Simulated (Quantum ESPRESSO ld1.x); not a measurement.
Values are calculated unless marked as measured or tabulated.
Species: the potassium ion K13+. Configuration: [He] 2s2 2p2.

Code: ld1.x of Quantum ESPRESSO 7.5. Model: scalar-relativistic Kohn-Sham, PBE, spin-unpolarised, spherical densities, point nucleus.

Energy parts (eV):
part                    energy
total                 -13184.2
kinetic                13287.9
electron-nucleus      -28002.5
Hartree                 2056.2
exchange-correlation    -525.9

Orbitals (lengths in bohr, moments of r in powers of bohr):
1s: occ. 2; eigenvalue (eV) -4092.73; <r> 0.08068; <r^4> 0.0001957
2s: occ. 2; eigenvalue (eV) -799.791; <r> 0.3535; <r^4> 0.03616
2p: occ. 2; eigenvalue (eV) -745.609; <r> 0.3082; <r^4> 0.02576

The highest occupied level is 2p at -745.61 eV. For comparison, the ionisation energy in NIST's Atomic Spectra Database is 786.3 eV (semi-empirical). In exact Kohn-Sham theory the highest level is minus the ionisation energy, but local and semilocal functionals leave it too shallow, through self-interaction and a potential that decays too fast; potentials with the right tail come closer.

Beside tabulated values, note that spin-unpolarised runs miss the spin-polarisation part of the exchange energy of open shells.
